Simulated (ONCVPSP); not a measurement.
# Gd (Z = 64), ONCV: configuration errors across variants

* Element: gadolinium (Gd)
* Generator: ONCVPSP 4.0.1
* Type: optimised norm-conserving Vanderbilt (ONCV)
* Functional: PBEsol
* Relativity: scalar-relativistic
* Frozen core: [Kr] 4d10
* Valence charge: 18
* Reference configuration: 4f7 5s2 5p6 5d1.5 6s1.5
* Partial waves: 5s+6s: rc 2.00 bohr, ncon 3, nbas 7, qcut 6.1 1/bohr, 2 projectors; 5p: rc 2.45 bohr, ncon 4, nbas 9, qcut 6 1/bohr, 1 projector; 5d: rc 2.65 bohr, ncon 4, nbas 8, qcut 4.1 1/bohr, 2 projectors, debl 3.5 Ha; 4f: rc 0.90 bohr, ncon 5, nbas 8, qcut 19.2 1/bohr, 2 projectors, debl 3.6 Ha
* Local potential: polynomial inside 0.70 bohr (lpopt 3, dvloc0 6 Ha)
* Core correction: Teter function, fcfact 4.25, rcfact 1.5

All-electron excitation energies from the reference (eV): (1) 4f7 5s2 5p6 5d1 6s2 -0.845; (2) 4f7 5s2 5p6 5d1 6s1 5.829; (3) 4f7 5s2 5p6 5d1 6s0 17.876; (4) 4f6 5s2 5p6 5d1 6s2 15.432.

3 further variants failed, have other tests or another functional or relativity, and are left out.

A true bound ghost makes a file unfit for plane-wave use even where its test errors are small: the radial tests pick states by their node count and pass the ghost by.

Errors AE − PS in meV (a dash: test not solved or not reliable):

| change | (1) | (2) | (3) | (4) | bound ghosts | GHOST(+) flags above zero |
| --- | --- | --- | --- | --- | --- | --- |
| base | +0.5 | -0.8 | -4.0 | -79 | s, p | d |
| local potential polynomial inside 0.70 bohr (lpopt 3, dvloc0 7 Ha) | +0.5 | -0.8 | -4.0 | -101 | s, p | d |
| local potential polynomial inside 0.75 bohr (lpopt 5, dvloc0 -1 Ha) | +0.5 | -0.8 | -4.0 | +45 | s, p | s, d |
| all radii but the core radius scaled by about 1.19 (s 2.38, p 2.92, d 3.16, f 1.08 bohr); local potential polynomial inside 0.84 bohr (lpopt 3, dvloc0 6 Ha) | +1.8 | -0.1 | -4.7 | +797 | s, p | d |
| p: rc 1.74 | +0.5 | -0.7 | -4.0 | -127 | s, p | d |
| core correction Teter function, fcfact 4.25, rcfact 1.26 | +0.5 | -0.8 | -3.8 | -75 | s, p | d |
| d: qcut 2.6 | +2.9 | 0.0 | -4.4 | -83 | s, p | d |

(1) Give the same row for: core correction Teter function, fcfact 2.25, rcfact 1.05.

## Answers

(1) +0.5, -0.8, -3.8, -61; bound ghosts: s, p; GHOST(+) flags above zero: d.
